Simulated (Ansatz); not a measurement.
`C[O][Mo](=[O])(=[S])[Cl]` + H–F → `C[O][Mo](=[O])([F])=[S]` + HCl at 700 K and 1 bar (ligand exchange at a Mo–Cl bond).

Program: Ansatz. Geometries: PBE0-D4/def2-TZVP. ΔE: electronic, gas phase. CCSD(T)/CBS adds triple-zeta CCSD(T) − MP2 to the extrapolated MP2 energy (def2 sets, frozen cores). This one scheme is used for every species. def2 core potentials past Kr. For Mo outer-core shells are correlated without core-valence functions, which leaves a few kJ/mol of doubt a bond. Each species was taken in one conformer, which may not be the lowest.

```json
{"species": "`C[O][Mo](=[O])(=[S])[Cl]`", "CCSD(T)/CBS energy (Eh)": "-1116.04987", "H − E (kJ/mol)": "207.6", "S (J/(mol·K))": "514.6"}
{"species": "H–F", "CCSD(T)/CBS energy (Eh)": "-100.39570", "H − E (kJ/mol)": "45.2", "S (J/(mol·K))": "198.5"}
{"species": "`C[O][Mo](=[O])([F])=[S]`", "CCSD(T)/CBS energy (Eh)": "-756.05596", "H − E (kJ/mol)": "208.4", "S (J/(mol·K))": "500.4"}
{"species": "HCl", "CCSD(T)/CBS energy (Eh)": "-460.38127", "H − E (kJ/mol)": "38.4", "S (J/(mol·K))": "211.8"}
```

H − E and S are ideal-gas, rigid-rotor, harmonic terms from PBE0-D4/def2-TZVP, for one conformer and one mirror image of each species. 1 Eh = 2625.50 kJ/mol, R = 8.31446 J/(mol·K).

Q: By hand: ΔE, ΔH, ΔS and ΔG.

A: ΔE = (-756.05596) + (-460.38127) − (-1116.04987) − (-100.39570) = 0.00834 Eh = 21.9 kJ/mol. Δ(H − E) = 208.4 + 38.4 − 207.6 − 45.2 = -6.0, so ΔH = 15.9 kJ/mol. ΔS = 500.4 + 211.8 − 514.6 − 198.5 = -0.9 J/(mol·K). ΔG = 15.9 − 700 × (-0.9)/1000 = 16.5 kJ/mol.

Q: By hand: the equilibrium constant, and the temperature at which ΔG would vanish if ΔH and ΔS stayed fixed.

A: log₁₀ K = −ΔG/(RT ln 10) = -1.2. ΔH and −TΔS have one sign here, so there is no such temperature. One of them is within its doubt of zero, so this could turn.

The number of gas molecules stays the same, so ΔS is small and ΔH decides. A doubt of 5 kJ/mol in ΔE shifts log₁₀ K by 0.4 here. Other conformers and mirror images would add mixing entropy, several J/(mol·K) or more a flexible species. Modes under 60 cm⁻¹, often nearly free rotors, make the harmonic entropy too high. These are equilibria of isolated gas molecules and say nothing of rates. Largest T1 diagnostic: 0.024 (customary marks: 0.02 for closed shells, 0.045 for open ones).
